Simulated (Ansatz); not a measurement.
Total energies of `BSC(F)[SiH3]`.

```xyz
11

B     0.6548    0.8155   -2.2352
S     1.2009   -0.0299   -0.7917
C    -0.3295   -0.5454    0.0349
F    -0.5402   -1.8986   -0.1764
Si   -0.2258   -0.2023    1.9069
H     1.5070    1.2655   -2.9360
H    -0.5091    0.9310   -2.4685
H    -1.1515    0.0002   -0.4358
H    -0.1601    1.2680    2.0972
H    -1.4400   -0.7527    2.5590
H     0.9936   -0.8511    2.4456
```

Total charge 0; spin multiplicity 1. The structure was optimised at the PBE0-D4/def2-TZVP level. It is one conformer, not always the lowest. Basis def2-TZVPP, the Gaussian-basis code of Ansatz.

RPA on PBE orbitals: Hartree–Fock energy of these orbitals -851.96042 Eh, correlation -1.40459 Eh (frozen core).

```json
{"functional": "LDA (SPW92)", "kind": "LDA", "energy without D4 (Eh)": "-850.31940", "D4 term (kJ/mol)": "–"}
{"functional": "PBE", "kind": "GGA", "energy without D4 (Eh)": "-853.65094", "D4 term (kJ/mol)": "-24.3"}
{"functional": "revPBE", "kind": "GGA", "energy without D4 (Eh)": "-853.98257", "D4 term (kJ/mol)": "-72.2"}
{"functional": "BLYP", "kind": "GGA", "energy without D4 (Eh)": "-854.11784", "D4 term (kJ/mol)": "-53.5"}
{"functional": "r2SCAN", "kind": "meta-GGA", "energy without D4 (Eh)": "-854.03241", "D4 term (kJ/mol)": "-5.9"}
{"functional": "B97M-V", "kind": "meta-GGA with VV10", "energy without D4 (Eh)": "-853.97019", "D4 term (kJ/mol)": "–"}
{"functional": "PBE0", "kind": "global hybrid, 25 % exact exchange", "energy without D4 (Eh)": "-853.72595", "D4 term (kJ/mol)": "-20.6"}
{"functional": "B3LYP", "kind": "global hybrid, 20 %", "energy without D4 (Eh)": "-854.22079", "D4 term (kJ/mol)": "-39.4"}
{"functional": "r2SCANh", "kind": "meta-GGA hybrid, 10 %", "energy without D4 (Eh)": "-854.02117", "D4 term (kJ/mol)": "-6.4"}
{"functional": "r2SCAN0", "kind": "meta-GGA hybrid, 25 %", "energy without D4 (Eh)": "-854.00565", "D4 term (kJ/mol)": "-7.0"}
{"functional": "HSE06 (plane-wave form)", "kind": "screened hybrid", "energy without D4 (Eh)": "-853.70340", "D4 term (kJ/mol)": "-19.3"}
{"functional": "BHLYP", "kind": "global hybrid, 50 %", "energy without D4 (Eh)": "-854.09435", "D4 term (kJ/mol)": "-30.7"}
{"functional": "CAM-B3LYP", "kind": "range-separated hybrid", "energy without D4 (Eh)": "-854.12323", "D4 term (kJ/mol)": "-21.0"}
{"functional": "LC-ωPBE", "kind": "long-range corrected hybrid", "energy without D4 (Eh)": "-853.86367", "D4 term (kJ/mol)": "–"}
{"functional": "ωB97X-V", "kind": "range-separated hybrid GGA with VV10", "energy without D4 (Eh)": "-854.01678", "D4 term (kJ/mol)": "–"}
{"functional": "ωB97M-V", "kind": "range-separated hybrid meta-GGA with VV10", "energy without D4 (Eh)": "-854.06099", "D4 term (kJ/mol)": "–"}
{"functional": "B2PLYP", "kind": "double hybrid", "energy without D4 (Eh)": "-853.80346", "D4 term (kJ/mol)": "–"}
{"functional": "PBE-QIDH", "kind": "double hybrid", "energy without D4 (Eh)": "-853.53306", "D4 term (kJ/mol)": "–"}
```

B3LYP takes the VWN-RPA correlation (the form of Gaussian; ORCA's B3LYP/G). HSE06 is the plane-wave form, built on full-range PBE exchange. The double hybrids freeze the cores in their second-order part.

LC-ωPBE has ω = 0.4 bohr⁻¹.
